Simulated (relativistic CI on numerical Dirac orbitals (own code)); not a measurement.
## d1 to d9 in one octahedral field

Computed with a parametric ligand-field model without spin-orbit coupling, by exact diagonalisation: B = 740, C = 3150, 10Dq = 14000 cm⁻¹ (Oh; |10Dq|/B = 18.9) for every shell. Energies in cm⁻¹; the field energy is (0.6 n_e − 0.4 n_t2) × 10Dq of the ground term; g labels are left out.

| Shell | Ground term | Electrons in e | Field energy | First spin-allowed bands | Lowest term of other spin |
| --- | --- | --- | --- | --- | --- |
| d1 | 2T2 | 0.000 | -5600 | 2E 14000 |  |
| d2 | 3T1 | 0.041 | -10631 | 3T2 12694, 3T1 22488 | 1T2 11175 |
| d3 | 4A2 | 0.000 | -16800 | 4T2 14000, 4T1 20790 | 2E 14746 |
| d4 | ? | ? | ? | ? | ? |
| d5 | 6A1 | 2.000 | 0 | none | 4T1 11630 |
| d6 | 1A1 | 0.074 | -32565 | 1T1 12261, 1T2 20361 | 5T2 1322 |
| d7 | 4T1 | 2.041 | -10631 | 4T2 12694, 4T1 22488 | 2E 1032 |
| d8 | 3A2 | 2.000 | -16800 | 3T2 14000, 3T1 20790 | 1E 11993 |
| d9 | 2E | 3.000 | -8400 | 2T2 14000 |  |

(1) Fill in the row of d4.

## Answers

(1) Ground term: 5E; Electrons in e: 1.000; Field energy: -8400; First spin-allowed bands: 5T2 14000; Lowest term of other spin: 3T1 4704. Low spin: d6; the other shells keep the spin of the free ion. Only d4 to d7 can choose; the field needed to pair spins is smallest for d6 and largest for d5, which loses most exchange energy. In the strong-field picture 10Dq must exceed about 6B + 5C = 20190 (d4), 7.5B + 5C = 21300 (d5), 2.5B + 4C = 14450 (d6) and 4B + 4C = 15560 (d7); mixing of terms shifts these bounds somewhat.
